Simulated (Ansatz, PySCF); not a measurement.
Gas-phase reaction (SMILES): [CH3][Al]([NH2])[NH2] + N (NH3) -> [NH2][Al]([NH2])[NH2] + C (CH4); ammonia cleaves one Al-C bond, a model of a ligand-exchange step.

Structures are relaxed separately at B3LYP-D3(BJ)/def2-TZVP in Ansatz (a program for electronic structure), one conformer each, not searched for the lowest. Correlated levels leave the core frozen unless marked. Spin-orbit coupling is left out. Non-relativistic. Basis-set limits of correlation are two-point, X^-3; Hartree-Fock from the larger set. Thermal terms are rigid-rotor harmonic-oscillator values from B3LYP-D3(BJ) frequencies (Ansatz or PySCF) at 298.15 K and 1 atm. 1 Eh = 627.5095 kcal/mol.

```
species                E, CCSD(T)/CBS(cc-pV(T+d)Z,cc-pV(Q+d)Z) (Ansatz) (Eh)  E, r2SCAN-D4/def2-TZVPD (Ansatz + dftd4) (Eh)  H - E (Eh)
---------------------  -----------------------------------------------------  ---------------------------------------------  ----------
[CH3][Al]([NH2])[NH2]                                             -393.76836                                     -394.30163     0.09491
N (NH3)                                                            -56.50369                                      -56.54744     0.03799
[NH2][Al]([NH2])[NH2]                                             -409.84651                                     -410.38149     0.08441
C (CH4)                                                            -40.45816                                      -40.49957     0.04840
```

### Question
Work out ΔE and ΔH at 298.15 K at the first level, then ΔH at the second.

### Answer

1. ΔE = [(-409.84651) + (-40.45816)] - [(-393.76836) + (-56.50369)] = -0.03262 Eh = -20.5 kcal/mol at CCSD(T)/CBS(cc-pV(T+d)Z,cc-pV(Q+d)Z).
2. The terms H - E add up to -0.00009 Eh, so ΔH = (-0.03262 + (-0.00009))×627.5095 = -20.5 kcal/mol.
3. At r2SCAN-D4/def2-TZVPD the same steps give ΔE = -20.1 and ΔH = -20.1 kcal/mol, a shift of +0.4 from the first level.
4. These values are not checked against measurement here, since the tables used lack a sound gas-phase enthalpy of formation for at least one species.
